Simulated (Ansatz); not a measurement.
Ansatz (an electronic-structure program) input (CCSD(T)/aug-cc-pV(D+d)Z):
A basis named .json is the Basis Set Exchange file of that set.

Ansatz 0.2 input:
```yaml
crystal:
  periodic: [false, false, false]
  atoms:
    - {symbol: Si, position_ang: [-0.18321747, -0.95851985, -0.08990364]}
    - {symbol: N, position_ang: [-0.90688414, 0.44466253, 0.49883711]}
    - {symbol: Si, position_ang: [-2.75641061, 0.69596190, 0.34564014]}
    - {symbol: O, position_ang: [1.49913812, -0.79860366, -0.13066697]}
    - {symbol: Si, position_ang: [2.46789600, 0.48946936, -0.32637923]}
    - {symbol: H, position_ang: [-0.35282133, -2.21225744, 0.70192327]}
    - {symbol: H, position_ang: [-0.62572976, -1.22468357, -1.47751430]}
    - {symbol: H, position_ang: [-0.54849785, 0.82516975, 1.36182775]}
    - {symbol: H, position_ang: [-2.80567214, 0.81545318, -1.18747193]}
    - {symbol: H, position_ang: [-3.17216502, -0.79752727, 0.31160028]}
    - {symbol: H, position_ang: [2.41562297, 1.43072856, 0.82298499]}
    - {symbol: H, position_ang: [2.17647268, 1.25950214, -1.56333248]}
    - {symbol: H, position_ang: [3.87212379, 0.00304679, -0.42754322]}
basis:
  gaussian:
    orbitals: aug-cc-pV_D+d_Z.json
total_charge: -1
magnetization: {spin_polarized: false}
correlation: {method: ccsd_t, electrons: outside_noble_gas}
output: {forces: true}
```

End of the output:

```
cycle   2  -21.11369120 eV  change   -6.7e-1 eV  update   3.8e-2
cycle   3  -21.27036667 eV  change   -1.6e-1 eV  update   2.0e-2
cycle   4  -21.25949246 eV  change    1.1e-2 eV  update   5.2e-3
cycle   5  -21.25704044 eV  change    2.5e-3 eV  update   2.5e-3
cycle   6  -21.25774108 eV  change   -7.0e-4 eV  update   9.3e-4
cycle   7  -21.25750613 eV  change    2.3e-4 eV  update   4.4e-4
cycle   8  -21.25739256 eV  change    1.1e-4 eV  update   1.9e-4
cycle   9  -21.25745110 eV  change   -5.9e-5 eV  update   9.1e-5
cycle  10  -21.25750534 eV  change   -5.4e-5 eV  update   3.6e-5
cycle  11  -21.25747633 eV  change    2.9e-5 eV  update   1.6e-5
cycle  12  -21.25747819 eV  change   -1.9e-6 eV  update   7.0e-6
cycle  13  -21.25747990 eV  change   -1.7e-6 eV  update   2.7e-6
perturbative correction -0.69219147 eV, -0.0254375674 hartree
the calculation of the forces begins
1.24 GiB of device memory are held for the factors and their scratch space
Total energy: -27258.14926478 eV, -1001.7185092434 hartree
Atom 0 at    -0.183217    -0.958520    -0.089904 Å, force    -0.332574    -0.497376    -0.144223 eV/Å
Atom 1 at    -0.906884     0.444663     0.498837 Å, force    -0.051331     0.432503    -0.124698 eV/Å
Atom 2 at    -2.756411     0.695962     0.345640 Å, force    -0.403090     0.092318     0.025849 eV/Å
Atom 3 at     1.499138    -0.798604    -0.130667 Å, force     0.162673    -0.880437     0.138135 eV/Å
Atom 4 at     2.467896     0.489469    -0.326379 Å, force     0.522162     0.790508    -0.127466 eV/Å
Atom 5 at    -0.352821    -2.212257     0.701923 Å, force    -0.020742    -0.105162     0.049758 eV/Å
Atom 6 at    -0.625730    -1.224684    -1.477514 Å, force    -0.071289    -0.014991    -0.126971 eV/Å
Atom 7 at    -0.548498     0.825170     1.361828 Å, force     0.181725     0.158665     0.402463 eV/Å
Atom 8 at    -2.805672     0.815453    -1.187472 Å, force    -0.002989     0.039013    -0.095449 eV/Å
Atom 9 at    -3.172165    -0.797527     0.311600 Å, force    -0.038029    -0.105307     0.016528 eV/Å
Atom 10 at     2.415623     1.430729     0.822985 Å, force    -0.010360     0.073260     0.094059 eV/Å
Atom 11 at     2.176473     1.259502    -1.563332 Å, force    -0.030515     0.060818    -0.103627 eV/Å
Atom 12 at     3.872124     0.003047    -0.427543 Å, force     0.094358    -0.043813    -0.004358 eV/Å
Dipole moment:     1.878023    -0.321934    -0.100218 e Å
```

It need not be the lowest isomer of its formula. Whether it binds its extra electron was not tested at this geometry.
